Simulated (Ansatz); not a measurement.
All values below come from frozen-core CCSD(T)/def2-TZVPP // PBE-D3(BJ)/def2-SVP (Ansatz, a program for electronic structure).

Ansatz 0.2 input:
```yaml
crystal:
  periodic: [false, false, false]
  atoms:
    - { symbol: Ta, position_ang: [-0.221562, -0.076186, -0.050966] }
    - { symbol: C, position_ang: [-0.191463, 1.456348, 1.50678] }
    - { symbol: H, position_ang: [-0.829802, 2.305719, 1.174003] }
    - { symbol: H, position_ang: [0.810727, 1.858811, 1.76059] }
    - { symbol: H, position_ang: [-0.641915, 1.040193, 2.435175] }
    - { symbol: C, position_ang: [0.374899, 1.626345, -1.285087] }
    - { symbol: H, position_ang: [0.317554, 1.33076, -2.356515] }
    - { symbol: H, position_ang: [1.394169, 2.018455, -1.090034] }
    - { symbol: H, position_ang: [-0.350548, 2.455074, -1.124865] }
    - { symbol: C, position_ang: [0.734788, -1.244427, 1.528947] }
    - { symbol: H, position_ang: [0.765881, -2.311191, 1.212741] }
    - { symbol: H, position_ang: [0.109425, -1.183526, 2.447609] }
    - { symbol: H, position_ang: [1.766616, -0.935114, 1.794806] }
    - { symbol: C, position_ang: [-2.216108, -0.77225, -0.487793] }
    - { symbol: H, position_ang: [-2.211605, -1.835094, -0.821842] }
    - { symbol: H, position_ang: [-2.691308, -0.170667, -1.296349] }
    - { symbol: H, position_ang: [-2.875107, -0.706189, 0.408074] }
    - { symbol: C, position_ang: [1.297798, -1.073783, -1.26454] }
    - { symbol: H, position_ang: [1.253893, -2.169455, -1.076344] }
    - { symbol: H, position_ang: [2.340999, -0.736432, -1.094896] }
    - { symbol: H, position_ang: [1.051808, -0.906074, -2.337518] }
basis:
  gaussian: { orbitals: def2-TZVPP }
correlation:
  method: ccsd_t
```

Output:

```
Functional definition: HF
2418 factors; integrals over basis functions are off by at most 1.3e-3 eV
mean field evaluation 1: about -6915.4938 eV, gradient 6.0e1 eV
mean field evaluation 2: about -6915.7180 eV, gradient 6.0e1 eV
mean field evaluation 4: about -6924.6725 eV, gradient 6.6e0 eV
mean field evaluation 8: about -6924.8577 eV, gradient 4.0e-1 eV
mean field evaluation 16: about -6915.4945 eV, gradient 6.0e1 eV
mean field -6924.85857165 eV, -254.4838586705 hartree, gradient 1.7e-6 eV, S^2 0.000000; 0 other end points of the search recorded, 0 dependent functions left out
5 core orbitals not correlated
reference -6924.85857165 eV, -254.4838586705 hartree; 24, 24 occupied and 392, 392 virtual orbitals, 2418 factors
second order -36.51391725 eV of doubles, -0.00000000 eV of singles
cycle   1  -36.91734664 eV  change   -4.0e-1 eV  update   1.6e-1
cycle   2  -37.80231515 eV  change   -8.8e-1 eV  update   5.5e-2
cycle   3  -38.08663886 eV  change   -2.8e-1 eV  update   3.1e-2
cycle   4  -38.07815436 eV  change    8.5e-3 eV  update   1.1e-2
cycle   5  -38.07284497 eV  change    5.3e-3 eV  update   5.3e-3
cycle   6  -38.07439824 eV  change   -1.6e-3 eV  update   1.8e-3
cycle   7  -38.07419591 eV  change    2.0e-4 eV  update   7.6e-4
cycle   8  -38.07431020 eV  change   -1.1e-4 eV  update   2.2e-4
cycle   9  -38.07446744 eV  change   -1.6e-4 eV  update   9.5e-5
cycle  10  -38.07441508 eV  change    5.2e-5 eV  update   3.6e-5
perturbative correction -1.68924842 eV, -0.0620787346 hartree
Total energy: -6964.62223516 eV, -255.9451463516 hartree
```

Cost: about 6 core-hours (a rough figure).
